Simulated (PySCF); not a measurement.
**Broadened absorption spectrum of C8H16Si**

Species: C8H16Si.
InChI=1S/C8H16Si/c1-3-5-9-6-8(4-2)7-9/h4,8-9H,2-3,5-7H2,1H3/t8-,9-

Method used: PySCF, TDDFT wB97X-D/def2-SVPD, vertical, gas phase, core orbitals frozen in the response. Geometry: PBE0-D3(BJ)/def2-SVP, one conformer, isolated molecule. Torsions of this conformer, `[CH2:1]=[CH:2][C@H:3]1[CH2:4][Si@H:5]([CH2:6][CH2:7][CH3:8])[CH2:9]1`: C1–C2–C3–C4 125°, C4–Si5–C6–C7 72°, Si5–C6–C7–C8 -179°.

Computed states:

| state | E (eV) | f |
| --- | --- | --- |
| S1 | 7.14 | 0.0029 |
| S2 | 7.34 | 0.688 |
| S3 | 7.48 | 0.052 |
| S4 | 7.72 | 0.039 |
| S5 | 7.78 | 0.0083 |
| S6 | 7.79 | 0.0006 |
| S7 | 7.81 | 0.011 |
| S8 | 7.93 | 0.021 |
| S9 | 7.95 | 0.012 |
| S10 | 8.15 | 0.022 |

Broadening: Gaussians 0.5 eV wide at half height, area fixed by f = 4.319×10⁻⁹ ∫ε dν̃. The width is an assumption, not a result. The curve ends short of the highest state used, and states not computed would add to its high-energy end.

Task: What does the envelope look like, and where are its maxima?

Result: 
```json
{"E (eV)": "6.39", "ε (L mol⁻¹ cm⁻¹)": "2"}
{"E (eV)": "6.43", "ε (L mol⁻¹ cm⁻¹)": "5"}
{"E (eV)": "6.47", "ε (L mol⁻¹ cm⁻¹)": "10"}
{"E (eV)": "6.51", "ε (L mol⁻¹ cm⁻¹)": "22"}
{"E (eV)": "6.55", "ε (L mol⁻¹ cm⁻¹)": "43"}
{"E (eV)": "6.59", "ε (L mol⁻¹ cm⁻¹)": "84"}
{"E (eV)": "6.63", "ε (L mol⁻¹ cm⁻¹)": "159"}
{"E (eV)": "6.67", "ε (L mol⁻¹ cm⁻¹)": "290"}
{"E (eV)": "6.71", "ε (L mol⁻¹ cm⁻¹)": "511"}
{"E (eV)": "6.75", "ε (L mol⁻¹ cm⁻¹)": "869"}
{"E (eV)": "6.79", "ε (L mol⁻¹ cm⁻¹)": "1430"}
{"E (eV)": "6.83", "ε (L mol⁻¹ cm⁻¹)": "2271"}
{"E (eV)": "6.87", "ε (L mol⁻¹ cm⁻¹)": "3485"}
{"E (eV)": "6.91", "ε (L mol⁻¹ cm⁻¹)": "5166"}
{"E (eV)": "6.95", "ε (L mol⁻¹ cm⁻¹)": "7396"}
{"E (eV)": "6.99", "ε (L mol⁻¹ cm⁻¹)": "10228"}
{"E (eV)": "7.03", "ε (L mol⁻¹ cm⁻¹)": "13661"}
{"E (eV)": "7.07", "ε (L mol⁻¹ cm⁻¹)": "17624"}
{"E (eV)": "7.11", "ε (L mol⁻¹ cm⁻¹)": "21963"}
{"E (eV)": "7.15", "ε (L mol⁻¹ cm⁻¹)": "26439"}
{"E (eV)": "7.19", "ε (L mol⁻¹ cm⁻¹)": "30749"}
{"E (eV)": "7.23", "ε (L mol⁻¹ cm⁻¹)": "34557"}
{"E (eV)": "7.27", "ε (L mol⁻¹ cm⁻¹)": "37538"}
{"E (eV)": "7.31", "ε (L mol⁻¹ cm⁻¹)": "39427"}
{"E (eV)": "7.35", "ε (L mol⁻¹ cm⁻¹)": "40060"}
{"E (eV)": "7.39", "ε (L mol⁻¹ cm⁻¹)": "39404"}
{"E (eV)": "7.43", "ε (L mol⁻¹ cm⁻¹)": "37557"}
{"E (eV)": "7.47", "ε (L mol⁻¹ cm⁻¹)": "34734"}
{"E (eV)": "7.51", "ε (L mol⁻¹ cm⁻¹)": "31229"}
{"E (eV)": "7.55", "ε (L mol⁻¹ cm⁻¹)": "27366"}
```

Maxima: 169 nm (7.35 eV), ε about 40000, made up of S2 (92%) (ε in L mol⁻¹ cm⁻¹; maxima over ε = 5, shares over 10%).

Task: What would ε be at 7.35 eV, the highest of these maxima, with half the width (0.25 eV)?

Result: About 76200 L mol⁻¹ cm⁻¹ against 40100, a factor of about 1.9; a lone state at its own centre would give exactly 2.

Task: Coming from long wavelengths, where does ε first pass 100 L mol⁻¹ cm⁻¹?

Result: At about 188 nm (6.60 eV), 0.54 eV below S1.

Task: On this curve, what absorbance would a 10⁻³ mol/L sample give at 193 nm over a 1 cm path?

Result: 193 nm is 6.424 eV, where ε is about 4.3 L mol⁻¹ cm⁻¹, so A = ε c l ≈ 0.0043 (Beer–Lambert, with the gas-phase spectrum and the assumed width).

All these states lie below the vertical ionisation energy of 9.27 eV (ΔSCF).

On Arm Neoverse V2, one thread (shared host), this took 12 min and 1.6 GiB of memory at its peak.
